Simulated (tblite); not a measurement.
Compound: C8H12 (charge -1 and doublet state).
Atom-mapped SMILES: `[CH3:1][CH2:2][CH-:3][C:4]1[CH:5]=[CH:6][C@H:7]1[CH3:8]` (hydrogens: H9, H10, H11 on C1; H12, H13 on C2; H14 on C3; H15 on C5; H16 on C6; H17 on C7; H18, H19, H20 on C8)

Structure used (GFN2-xTB), in Å, numbered top down from 1:
```xyz
20
C8H12 angstrom
C      2.2222    0.0463   -1.5481
C      1.6818   -0.8493   -0.4141
C      1.1529   -0.0740    0.7473
C     -0.1832    0.1350    0.9888
C     -0.9720    0.8062    1.9357
C     -2.1968    0.2691    1.4666
C     -1.4521   -0.3919    0.3102
C     -1.7362    0.1780   -1.0762
H      1.4300    0.6990   -1.9093
H      3.0341    0.6729   -1.1782
H      2.5985   -0.5455   -2.3877
H      0.8871   -1.4801   -0.8224
H      2.5045   -1.5158   -0.1027
H      1.8896    0.4339    1.3639
H     -0.7164    1.4139    2.7983
H     -3.1841    0.7231    1.4180
H     -1.5315   -1.4910    0.2704
H     -1.6145    1.2609   -1.0604
H     -2.7614   -0.0471   -1.3856
H     -1.0578   -0.2330   -1.8271
```

Calculated harmonic vibrations of the isolated species, GFN2-xTB (tblite), most abundant isotopes, no scaling. The method is semi-empirical: single wavenumbers can be off by several per cent or more. One conformer, not necessarily the lowest. Open shells enter through the occupations alone, without spin polarisation, and single modes of such species can be off by tens of per cent.

Harmonic wavenumbers (cm⁻¹): 68.7, 92.7, 158.2, 185.5, 209.7, 227.8, 246.8, 354.3, 379.7, 471.8, 516.8, 535.3, 593.3, 688.8, 693.5, 820.6, 843.0, 928.4, 933.8, 1013.5, 1028.3, 1042.2, 1048.7, 1068.9, 1099.4, 1143.3, 1165.4, 1188.6, 1253.3, 1273.2, 1311.3, 1318.4, 1338.9, 1382.7, 1387.1, 1389.0, 1489.7, 1509.2, 1512.6, 1515.4, 1521.0, 1661.9, 2796.8, 2801.3, 2900.1, 2930.1, 2932.4, 2948.7, 2953.9, 2957.9, 2972.0, 2995.3, 2999.6, 3023.0.

A = 3673, B = 1365, C = 1103 MHz; mass 108.094 u (most abundant isotopes); point group C1, symmetry number 1; spin multiplicity 2.

Q: Zero-point energy?

A: Half the sum of the wavenumbers: 36911 cm⁻¹ = 441.55 kJ/mol.

Q: Give the ideal-gas entropy at 400 K and 1 bar in the rigid-rotor, harmonic-oscillator model (classical rotation).

A: Translation 173.37, rotation 122.72, vibration 146.27, spin (R ln 2) 5.76: S = 448.1 J/(mol K).

Q: And Cp and H(400 K) − H(0)?

A: Cp = 197.49 J/(mol K), of which vibrations give 164.23 (their classical limit is 54 R = 449.0); H(400 K) − H(0) = 45.25 kJ/mol without the zero-point energy, 31.95 from vibrations.

Q: Which modes carry the vibrational entropy at 400 K?

A: 68.7 cm⁻¹: 19.96; 92.7 cm⁻¹: 17.48; 158.2 cm⁻¹: 13.11; 185.5 cm⁻¹: 11.83; 209.7 cm⁻¹: 10.85; 227.8 cm⁻¹: 10.20 J/(mol K); the other 48 give 62.83 together.

Q: Blend soft modes into free rotors: weight 1/[1 + (100 cm⁻¹/ν̃)⁴] for the oscillator and the rest for a rotor with moment μB/(μ + B), μ = h/(8π²ν), B = 10⁻⁴⁴ kg m². What vibrational entropy results?

A: 139.31 J/(mol K) in place of 146.27, which changes −T·S at 400 K by +2.78 kJ/mol.

Q: What must be added to the electronic energy to get the Gibbs energy at 400 K and 1 bar?

A: ZPE + [H(400 K) − H(0)] − T·S = 441.55 + 45.25 − 179.25 = 307.55 kJ/mol.

Hindered rotation and anharmonicity are outside this model. Other conformers, if any are populated, would add a mixing term that is left out. The structure is chiral; the term R ln 2 for an equal mix with its mirror image is left out.
